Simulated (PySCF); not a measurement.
**Dipole response of P+ (phosphorus, charge +1)**

[Ne] 3s2 3p2, high-spin 3P determinant. Calculation: PySCF 2.14, in dyall-acv3z; the spin-free X2C one-electron Hamiltonian (Gaussian nucleus). Coupled (time-dependent) response in atomic units; α is the mean over directions.

| method | mean α (bohr³) | α xx, yy, zz | C₆ (like pair) | S(−4) |
| --- | --- | --- | --- | --- |
| UHF | 14.41 | 14.01, 14.62, 14.62 | 74.63 | 69.60 |
| PBE | 14.43 | 13.76, 14.76, 14.76 | 74.43 | 68.96 |
| PBE0 | 14.29 | 13.73, 14.57, 14.57 | 73.63 | 67.01 |
| MN15 | 14.31 | 13.63, 14.65, 14.65 | 71.46 | 71.80 |
| BP86 | 14.39 | 13.70, 14.73, 14.73 | 74.16 | 68.33 |

S(−4) is the Cauchy moment in α(ω) = α(0) + S(−4) ω² + …

α(iu) at UHF:

```tsv
u (hartree)	α(iu) (bohr³)
0	14.41
0.0500	14.24
0.100	13.76
0.200	12.15
0.300	10.21
0.500	6.847
0.750	4.239
1.00	2.809
1.50	1.481
2.00	0.9251
3.00	0.4815
5.00	0.2208
```

A single London oscillator, α(iu) = α/(1 + u²/ω²), gives C₆ = (3/4) ω α². Matching the computed C₆ needs ω = 4 × 74.63 / (3 × 14.41²) = 0.479 hartree.

For an ion, C₆ is the dispersion term alone; charge-induced terms of lower order in 1/R come first.

The components differ because the open shell of this determinant is not spherical; for a pure term their mean is the scalar polarisability.
